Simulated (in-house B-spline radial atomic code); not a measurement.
A run on an ion of nuclear charge 66 with 66.4 electrons that did not converge. Method: scalar-relativistic (X2C) OLYP, spin-polarised, spherical fractional occupations, Fermi nucleus of rms radius 5.2218 fm; computed with a B-spline radial code for spherical atoms.

Command:
```bash
python run_scf.py task.json out
```
Settings (nuclear radius in fm, mass in u):
```
Z                66
configuration    [Xe] 4f10.4 6s2
hamiltonian      x2c
method           optx,lyp
spin_polarised   True
nucleus          fermi
rms_radius       5.2218
atomic_mass      163.92918
speed_of_light   137.035999084
```

First and last ten iterations of the last attempt (damped for 15 steps, keeping 80 % of the old Fock matrix, then DIIS):
```
 iter        energy (Eh)    residual
    1      -12106.088243    7.87e-01
    2      -12108.604086    1.46e+00
    3      -12134.607648    9.22e-01
    4      -12148.674628    5.58e-01
    5      -12155.659681    3.50e-01
    6      -12158.805602    2.20e-01
    7      -12160.098589    1.42e-01
    8      -12160.609146    8.81e-02
    9      -12160.824816    5.86e-02
   10      -12160.930159    4.24e-02
  111      -12161.036472    1.83e-02
  112      -12155.912994    2.10e-01
  113      -12155.900489    2.10e-01
  114      -12155.899710    2.10e-01
  115      -12155.902036    2.10e-01
  116      -12155.901791    2.10e-01
  117      -12155.904688    2.10e-01
  118      -12155.905162    2.10e-01
  119      -12155.905000    2.10e-01
  120      -12155.908147    2.10e-01
 not converged after 120 iterations
```

The smallest residual met was 1.4e-02; the threshold is about 7e-07. No energy from this run should be used. The likely cause: this method binds the added charge weakly or not at all at the basis-set limit, so charge moves back and forth between the atom and the box. Run time, properties included: 3 s on 1 thread of Intel(R) Xeon(R) Platinum 8488C, on a shared host.
